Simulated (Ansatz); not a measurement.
# Pulling the pair apart

The pair of H₂Te (SMILES [TeH2], atoms 1–3) and H₂O₂ (SMILES OO, atoms 4–7), both closed shells, in one local arrangement (a lower one may exist), relaxed at PBE0-D4/def2-TZVP:

```
7
angstrom
Te -0.0855 0.6095 -1.6094
H -0.1657 -1.0418 -1.5903
H 1.0244 0.5618 -2.8409
O -0.8740 -0.3517 1.4065
O 0.5055 -0.2314 1.7424
H -1.2668 0.3191 1.9783
H 0.8621 0.1345 0.9137
```

H₂O₂ is shifted rigidly along the line between the mean atom positions of the two fragments (negative: closer). Counterpoise interaction energies in kcal/mol. Ansatz 0.2.0; basis: def2-TZVPPD; cores frozen in the correlated methods. Filled d shells of the heavier atoms are correlated. Core potentials replace the inner electrons of the atoms past krypton. The def2 sets are not built for correlating such inner shells, so the correlated values are less sure here. B3LYP uses VWN-RPA correlation.

```tsv
shift (Å)	r2SCAN-D4	MP2	B3LYP-D4
-0.33	-2.96	-1.63	-2.25
-0.16	-4.02	-3.00	-3.65
0.00	-4.28	-3.49	-4.13
0.16	-4.10	-3.49	-4.09
0.39	-3.53	-3.12	-3.61
0.82	-2.35	-2.15	-2.42
1.63	-0.94	-0.91	-0.93
3.26	-0.20	-0.20	-0.17
```

Q: What does CCSD(T) give at these shifts? (To be estimated.)

A: Computed: -0.91, -2.49, -3.13, -3.25, -2.97, -2.09, -0.89, -0.19 kcal/mol. For zero shift, CCSD(T) at an estimated basis limit (MP2 extrapolated from triple and quadruple zeta, plus CCSD(T) − MP2 in triple zeta) gives -3.76 kcal/mol. These are counterpoise interaction energies, counted from the two frozen fragments.

The T1 diagnostic stays at or below 0.012.

For scale, one of the runs: CCSD(T)/def2-TZVPPD, 207 basis functions, launched by `ansatz run in.yaml --threads 4 --pin off --events-out ev --progress --plain --max-ram 9574MiB`. Hardware: 4 CPU threads of an Arm Neoverse V1, shared host. Wall time 83 s; peak host memory 3.2 GiB.
